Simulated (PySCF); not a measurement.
C2H9FSi3, SMILES F[Si@@H]1C[C@@H]([SiH3])[SiH2]1.

Geometry: PBE0-D3(BJ)/def2-SVP. The structure was generated by enumeration; whether it is a known compound was not checked.

Computed with PySCF with CAM-B3LYP/def2-TZVP.

Gas-phase values at a fixed geometry.

Q: Estimate the frontier levels, gap, dipole moment and polarisability. (Estimate from the structure and the level; the computed values follow.)

A: 
```json
{
  "highest_occupied_level": "-8.84 eV",
  "lowest_empty_level": "0.55 eV",
  "orbital_gap": "9.40 eV",
  "dipole_moment": "0.86 D",
  "quadrupole, principal values (traceless, Buckingham form, about the centre of nuclear charge)": "-9.16, 4.03, 5.14 D·Å",
  "mean_static_polarisability": "101.4 bohr³ (15.03 Å³)",
  "polarisability_principal_values": "84.0, 101.0, 119.2 bohr³"
}
```
